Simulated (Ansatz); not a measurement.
`F[SiH3]` + `C[SeH]` → `C[Se][SiH3]` + H–F at 400 K and 1 bar (ligand exchange at the Si–F bond).

Gas-phase electronic energies from Ansatz, PBE0-D4/def2-TZVP geometries. CCSD(T)/CBS adds triple-zeta CCSD(T) − MP2 to the extrapolated MP2 energy (def2 sets, frozen cores). This one scheme is used for every species. For Se outer-core shells are correlated without core-valence functions, which leaves a few kJ/mol of doubt a bond. Scalar relativity is left out up to krypton.

```
      species  CCSD(T)/CBS energy (Eh)  H − E (kJ/mol)  S (J/(mol·K))
    `F[SiH3]`               -390.72345            88.0          253.8
     `C[SeH]`              -2441.15625           135.4          284.5
`C[Se][SiH3]`              -2731.45956           192.7          355.7
          H–F               -100.39570            36.5          182.2
```

H − E and S are ideal-gas, rigid-rotor, harmonic terms from PBE0-D4/def2-TZVP. 1 Eh = 2625.50 kJ/mol, R = 8.31446 J/(mol·K).

Question: By hand: ΔE, ΔH, ΔS and ΔG.

Answer: ΔE = (-2731.45956) + (-100.39570) − (-390.72345) − (-2441.15625) = 0.02444 Eh = 64.2 kJ/mol. Δ(H − E) = 192.7 + 36.5 − 88.0 − 135.4 = 5.8, so ΔH = 70.0 kJ/mol. ΔS = 355.7 + 182.2 − 253.8 − 284.5 = -0.4 J/(mol·K). ΔG = 70.0 − 400 × (-0.4)/1000 = 70.2 kJ/mol.

Question: By hand: the equilibrium constant, and the temperature at which ΔG would vanish if ΔH and ΔS stayed fixed.

Answer: log₁₀ K = −ΔG/(RT ln 10) = -9.2. ΔH and −TΔS have one sign here, so there is no such temperature. One of them is within its doubt of zero, so this could turn.

The number of gas molecules stays the same, so ΔS is small and ΔH decides. A doubt of 5 kJ/mol in ΔE shifts log₁₀ K by 0.7 here. These are equilibria of isolated gas molecules and say nothing of rates. Largest T1 diagnostic: 0.011 (customary marks: 0.02 for closed shells, 0.045 for open ones).
